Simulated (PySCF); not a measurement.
**Working out the excitation energy of Se**

Se [Ar] 3d10 4s2 4p4 (3P) → Se [Ar] 3d10 4s1 4p5 (3P). Computed with PySCF 2.14 in x2c-TZVPPall, with the spin-free X2C one-electron Hamiltonian (Gaussian nucleus). Frozen: [Ne]. Energies in hartree (1 hartree = 27.21139 eV):

| part | Se (lower) | Se (upper) |
| --- | --- | --- |
| UHF | -2428.066400 | -2427.634787 |
| MP2 opposite-spin | -0.200850 | -0.229020 |
| MP2 same-spin | -0.094842 | -0.095631 |

What does Hartree-Fock give?

(-2427.634787) − (-2428.066400) = 0.431613 hartree = 11.745 eV.

What do MP2 and SCS-MP2 (6/5 opposite-spin, 1/3 same-spin) give?

The opposite-spin parts differ by -0.767 eV and the same-spin parts by -0.021 eV. MP2: 11.745 + (-0.767) + (-0.021) = 10.957 eV. SCS-MP2: 11.745 + 1.2 × (-0.767) + (-0.021)/3 = 10.818 eV.

The upper state lies above the first ionisation limit, where it may autoionise and the basis confines it.
